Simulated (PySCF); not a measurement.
Coordinates in bohr (charge 0 multiplicity 5):
```
Fe    0.0000    0.0000    0.0000
F    -2.1249    2.1249    1.1550
F     2.1249    2.1249   -1.1550
F     2.1249   -2.1249    1.1550
F    -2.1249   -2.1249   -1.1550
```

Method: UPBE0 in PySCF with Fe def2-SVP, F def2-SVP; no relativity; density-fitted integrals.

This geometry of FeF4 is a stationary point at this level.

(1) What is the point group?

(2) Is it a minimum?

(3) Give the atomic charges and bond orders.

(4) Give the ideal-gas entropy at 298.15 K and 1 bar by parts.

Answers

(1) D2d.

(2) Yes: all harmonic wavenumbers are real.

(3) 
```csv
atom,Mulliken,Löwdin,polar tensor,spin (Mulliken),Mayer order to Fe1
Fe1,1.36,0.80,2.02,3.33,–
"F2,3,4,5",-0.34,-0.20,-0.50,0.17,0.95
```

(4) translation 169.7, rotation 99.0, vibration 44.6, spin 13.4; total 326.7 J/(mol K).

Other isomers or separated fragments may lie lower. Other spin states or occupations of the open shell can lie lower.
